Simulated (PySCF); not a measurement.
Static response to an electric field

C₄H₇NSSi.
Structure used (PBE0-D3(BJ)/def2-SVP), in Å, numbered top down from 1:
```xyz
14
C4H7NSSi angstrom
Si     1.983   -0.356    0.652
C      0.649   -0.633   -0.669
C     -0.600    0.133   -0.370
C     -1.649   -0.320    0.491
N     -2.666    0.485    0.678
S     -2.422    1.878   -0.180
C     -0.915    1.394   -0.824
H      1.471   -0.789    1.987
H      3.211   -1.145    0.321
H      2.333    1.095    0.711
H      1.065   -0.342   -1.646
H      0.436   -1.713   -0.725
H     -1.652   -1.295    0.991
H     -0.334    2.028   -1.495
```

Level: CAM-B3LYP/def2-SVPD (PySCF), static field, nuclei fixed, core orbitals frozen in the response. The polarisability tensor in these axes (au):

```
x   112.39 -17.89  -2.17
y   -17.89  99.47  -8.40
z    -2.17  -8.40  80.52
```

Diagonalise the tensor; give its mean and Δα, where Δα² is half the sum of the squared differences of the eigenvalues.

Principal values 74.85, 92.35 and 125.17 au; mean 97.46 au = 14.44 Å³ = 16.07 × 10⁻⁴⁰ C²·m²/J; Δα = 44.24 au (45 % of the mean).

What is the dipole moment, and where does it point?

(2.22, -0.39, -1.63) D, 2.78 D in size, pointing from the negative to the positive side. Measured along this direction, the outermost atoms are N5 at the negative end and H9 at the positive end.

In a dilute gas of rigid molecules at 250 K, how does the orientational term μ²/3kT compare with the electronic polarisability?

In Gaussian units μ²/3kT = 74.53 Å³ against 14.44 Å³, a ratio of 5.16; the Debye molar polarisation (4π/3)N_A(α + μ²/3kT) is 224.4 cm³/mol, leaving out the vibrational part.

Give the principal axes and the span of the nuclei along them.

Largest value along (0.81, -0.59, 0.07), where the nuclei span 6.35 Å; middle along (0.52, 0.65, -0.56), 4.22 Å; least along (0.28, 0.49, 0.83), 3.08 Å. The response follows the extents in order.

Traceless (Buckingham) quadrupole moment about the centre of nuclear charge: eigenvalues?

-8.66, 0.04, 8.62 D·Å. The values depend on the origin, since the dipole doesn't vanish. The electronic extent ⟨r²⟩ about the same centre is 1305 bohr², a root-mean-square distance of 2.32 Å for the 68 electrons.

Rayleigh depolarisation ratio (linearly polarised light, static tensor)?

ρ = 3Δα²/(45ᾱ² + 4Δα²) = 5872.4/(427416 + 7829.9) = 0.0135.

Find the Langevin capture rate constant for NH4+ (18.034 u) meeting this molecule (129.007 u), k = 2.342 × 10⁻⁹ cm³/s × √(α in Å³ / reduced mass in u).

The reduced mass is 15.82 u, so k = 2.24 × 10⁻⁹ cm³/s. The formula leaves out the permanent dipole, which adds to the capture rate.

Geometry: PBE0-D3(BJ)/def2-SVP, one conformer, isolated molecule.
